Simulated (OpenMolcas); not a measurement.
Au6+ in a point-charge field

Au6+ among 6 point charges of -1.7 e arranged as a tetragonal octahedron (D4h), 2.12 Å from the ion, with the axial distance 2.099 Å.

```
Program             : OpenMolcas 26.06
Method              : CASSCF
Basis               : ANO-RCC-VDZP [7s6p4d2f]
Scalar Hamiltonian  : DKH2, point nucleus
Active space        : 5 electrons in 5 orbitals (5d)
State averaging     : 2S+1 = 6 even, 1 root; 2S+1 = 4 even, 24 roots; 2S+1 = 2 even, 75 roots
Spin-orbit coupling : RASSI with atomic mean-field integrals over the reference wave functions
```

The lowest spin-free states (labels of D4, the rotations of D4h), above the lowest:

```json
{"State": "6A1", "Degeneracy": "1", "E (cm-1)": "0.0", "Free-ion L (%)": "S (100)"}
{"State": "4E", "Degeneracy": "2", "E (cm-1)": "30473", "Free-ion L (%)": "G (82)"}
{"State": "4A2", "Degeneracy": "1", "E (cm-1)": "30543", "Free-ion L (%)": "G (83)"}
{"State": "4B2", "Degeneracy": "1", "E (cm-1)": "31722", "Free-ion L (%)": "G (98)"}
{"State": "4E", "Degeneracy": "2", "E (cm-1)": "31809", "Free-ion L (%)": "G (99)"}
{"State": "4B1", "Degeneracy": "1", "E (cm-1)": "32090", "Free-ion L (%)": "G (100)"}
{"State": "4A1", "Degeneracy": "1", "E (cm-1)": "32095", "Free-ion L (%)": "G (100)"}
{"State": "4A1", "Degeneracy": "1", "E (cm-1)": "32124", "Free-ion L (%)": "G (100)"}
{"State": "4B2", "Degeneracy": "1", "E (cm-1)": "38690", "Free-ion L (%)": "D (96)"}
{"State": "4E", "Degeneracy": "2", "E (cm-1)": "38776", "Free-ion L (%)": "D (81)"}
{"State": "4A2", "Degeneracy": "1", "E (cm-1)": "39093", "Free-ion L (%)": "P (83)"}
{"State": "4E", "Degeneracy": "2", "E (cm-1)": "39216", "Free-ion L (%)": "P (70)"}
{"State": "4B1", "Degeneracy": "1", "E (cm-1)": "39353", "Free-ion L (%)": "D (100)"}
{"State": "4A1", "Degeneracy": "1", "E (cm-1)": "39387", "Free-ion L (%)": "D (100)"}
{"State": "2E", "Degeneracy": "2", "E (cm-1)": "43826", "Free-ion L (%)": "I (77)"}
{"State": "2B2", "Degeneracy": "1", "E (cm-1)": "43893", "Free-ion L (%)": "I (78)"}
{"State": "2B1", "Degeneracy": "1", "E (cm-1)": "44872", "Free-ion L (%)": "I (87)"}
{"State": "2E", "Degeneracy": "2", "E (cm-1)": "45044", "Free-ion L (%)": "I (90)"}
{"State": "2A2", "Degeneracy": "1", "E (cm-1)": "45074", "Free-ion L (%)": "I (91)"}
{"State": "2E", "Degeneracy": "2", "E (cm-1)": "45434", "Free-ion L (%)": "I (92)"}
```

The lowest levels with spin-orbit coupling:

| E (cm-1) | Degeneracy | Label | 2S+1 | g |
| --- | --- | --- | --- | --- |
| 0.0 | 2 | E3/2 | 6 (78 %) | 2.53 3.44 3.44 |
| 127.8 | 2 | E3/2 | 6 (79 %) | 3.46 3.46 6.35 |
| 158.0 | 2 | E1/2 | 6 (79 %) | 1.91 5.72 5.72 |
| 20325 | 2 | E3/2 | 4 (49 %) | 1.79 1.93 1.93 |
| 22688 | 2 | E3/2 | 4 (55 %) | 2.05 2.05 3.61 |
| 22928 | 2 | E1/2 | 4 (55 %) | 1.43 3.11 3.11 |
| 30378 | 2 | E3/2 | 4 (84 %) | 2.98 2.98 3.59 |
| 30497 | 2 | E1/2 | 4 (82 %) | 1.14 1.14 4.01 |
| 30653 | 2 | E3/2 | 4 (82 %) | 1.45 2.22 2.22 |
| 30893 | 2 | E1/2 | 4 (85 %) | 2.29 2.29 2.83 |
| 30914 | 2 | E3/2 | 4 (83 %) | 1.57 1.57 4.99 |
| 31130 | 2 | E1/2 | 4 (84 %) | 1.19 4.45 4.45 |
| 32462 | 2 | E3/2 | 4 (70 %) | 3.89 3.89 4.06 |
| 32647 | 2 | E3/2 | 4 (78 %) | 2.14 4.27 4.27 |
| 32734 | 2 | E1/2 | 4 (78 %) | 2.83 2.83 5.64 |
| 33085 | 2 | E1/2 | 4 (74 %) | 3.40 3.40 5.77 |
| 33336 | 2 | E1/2 | 4 (76 %) | 0.06 0.06 0.83 |
| 33377 | 2 | E3/2 | 4 (75 %) | 0.16 0.30 0.30 |
| 33950 | 2 | E3/2 | 4 (81 %) | 0.15 0.15 2.02 |
| 34064 | 2 | E1/2 | 4 (82 %) | 0.69 1.80 1.80 |

Powder χT (cm3 K/mol): 0.999 at 2 K, 1.24 at 10 K, 2.39 at 50 K, 3.28 at 100 K, 3.76 at 200 K, 3.87 at 300 K. The effective moment at 300 K is 2.828 √(χT) = 5.56 μB.

Without dynamic correlation the repulsion within the d shell is too large (B by tens of per cent), so at a given field states of lower spin stand too high. Point charges give a weaker field than real ligands, and real ions of this kind are as a rule low spin; the high spin found here belongs to the model. Point charges carry no covalency, so the field is a model and not that of real ligands. No measured value stands beside these numbers.
